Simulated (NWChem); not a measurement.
## Basis-set dependence for SSn

```
Sn
S 1 2.2226
```
Charge 0, spin multiplicity 1.

Program: NWChem. All single points use one geometry, from PBE0/def2-SVP with def2 effective core potentials on Sn, a minimum by its harmonic frequencies.

Hartree-Fock energies in Ha, correlation energies in mHa.

Effective core potentials replace the inner electrons of Sn; spin-orbit coupling is left out. The correlated methods keep 9 core orbitals frozen. The structure started from a generated list of species. Coupled-cluster values serve here as a point of comparison, not as the truth.

| basis | functions | RHF | MP2 | SCS-MP2 | CCSD | CCSD+T(CCSD) | CCSD(T) | CR-CCSD[T] | CR-CCSD(T) |
|---|---|---|---|---|---|---|---|---|---|
| def2-SVP | 44 | -610.79090 | -215.4 | -207.8 | -232.9 | -248.2 | -246.4 | -244.7 | -243.3 |
| def2-TZVP | 87 | -610.93711 | -469.3 | -434.1 | -470.1 | -495.6 | -493.4 | -489.0 | -487.4 |
| def2-QZVP | 152 | -610.94961 | -698.9 | -636.0 | not run | not run | not run | not run | not run |

From def2-TZVP to def2-QZVP the Hartree-Fock energy moves by -12.5 mHa and the MP2 correlation energy by -229.6 mHa, which is 33 % of its value in the larger set.
